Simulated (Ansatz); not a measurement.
The same path of F6H2W (9 atoms, charge 0, multiplicity 1) was run twice with different band settings. Lost on the way: W1–H2, F8–H9. Made: H2–H9.

All numbers below come from RKS PBE0/def2-SVP (Ansatz).

Relaxed end points:

```xyz
9
Properties=species:S:1:pos:R:3
W -0.166 -0.055 0.053
H -0.274 0.244 1.709
F 1.412 -0.756 0.786
F -1.027 1.556 -0.187
F -1.892 -0.605 0.456
F -0.224 -1.687 -0.818
F 0.920 0.598 -1.315
F 1.324 1.725 0.944
H 2.085 1.228 1.151
```

```xyz
9
Properties=species:S:1:pos:R:3
W 0.189 0.301 -0.571
H 0.151 -0.199 3.435
F 1.640 0.257 -1.702
F -0.414 1.822 -1.411
F -1.264 0.346 0.555
F 0.795 -1.222 0.263
F -0.765 -0.731 -1.758
F 1.145 1.334 0.613
H 0.681 0.340 3.353
```

Common settings: movable images 7; climbing image yes; spring 5.0 eV/Å²; optimiser quadratic models (default); start path through a guess of the saddle point; end points relaxed.

| run | force threshold | iteration limit |
| --- | --- | --- |
| 1 | 0.05 eV/Å | 60 |
| 2 | 0.2 eV/Å | 58 |

Question: What does each run give, and how far can it be trusted?

Answer: Run 1: converged after 37 iterations, highest image 0.535 eV above the first end. The profile has 2 maxima (images 2, 4) with wells between them (image 3): this band takes more than one step, which may be the mechanism or a detour left from its start path. A vibrational analysis at the climbing image gives one clearly imaginary mode, 828i cm⁻¹: a first-order saddle point.
Run 2: converged after 17 iterations, highest image 0.537 eV above the first end. The threshold of 0.2 eV/Å is loose, so the images may lie well off the minimum-energy path. The profile has 2 maxima (images 1, 4) with wells between them (image 3): this band takes more than one step, which may be the mechanism or a detour left from its start path. Another band between the same ends (7 images) ends at a top of the same energy, where a vibrational analysis finds 1 clearly imaginary mode.
The orbitals stay closed-shell, which can raise the energy where a bond breaks towards radicals; this wasn't checked here.
